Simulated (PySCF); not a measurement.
## Two-dimensional NMR puzzle

Compound of formula C₅H₁₁N₃Si. Correlations simulated from computed shifts and the bond graph:

HSQC (one-bond C–H):
```csv
δH,δC
7.51,136.6
2.50,12.1
0.58,-0.7
```

COSY cross peaks (H two or three bonds apart, from the bond graph; peaks can be absent where the dihedral angle is near 90°):
```csv
δH,δH
5.49,0.58
```

HMBC (two and three bonds, from the bond graph):
```csv
δH,δC
7.51,"143.6, 12.1"
5.49,"143.6, -0.7"
2.50,"143.6, 136.6"
0.58,-0.7
```

Carbons without hydrogens: δ 143.6.

- GIAO PBE0/pcSseg-1 shieldings
- GFN2-xTB geometry
- run in PySCF
- one computed conformer, no solvent, rapidly exchanging positions averaged, relativity neglected

δ = σ(ref) − σ, references computed at the same level: 1H (31.72 ppm), 13C (186.93 ppm) vs TMS.

Exchangeable hydrogens are left out of these lists.

Problem. Which molecule is this?

Solution. `InChI=1S/C5H11N3Si/c1-5-4-6-7-8(5)9(2)3/h4,9H,1-3H3`.

Structure with atom numbers: `[CH3:1][c:2]1[cH:3][n:4][n:5][n:6]1[SiH:7]([CH3:8])[CH3:9]`; H(Xn) means a hydrogen on atom n.

- δC 143.6 is C2, a substituted aromatic carbon next to a ring nitrogen.
- δC 136.6 is C3, an aromatic CH next to a ring nitrogen (δH 7.51).
- δC 12.1 is C1, a methyl carbon on an aromatic ring (δH 2.50).
- δC -0.7 is C8/C9, a methyl carbon bonded to Si (δH 0.58).
- HMBC from δH 7.51 reaches the proton-free carbon C2.
- HMBC from δH 5.49 reaches the proton-free carbon C2.
- HMBC from δH 2.50 reaches the proton-free carbon C2.
- COSY links 5.49–0.58.

The data come from this structure; uniqueness wasn't tested.

Shifts are as computed. Against solution values, carbons near 30 ppm lie about +3 ppm off and those near 130 ppm about +5 ppm. Of 1211 compounds with measured shifts, 218 miss one by over three times the rms of a fit or turn the order of signals round; such compounds aren't used in these exercises.
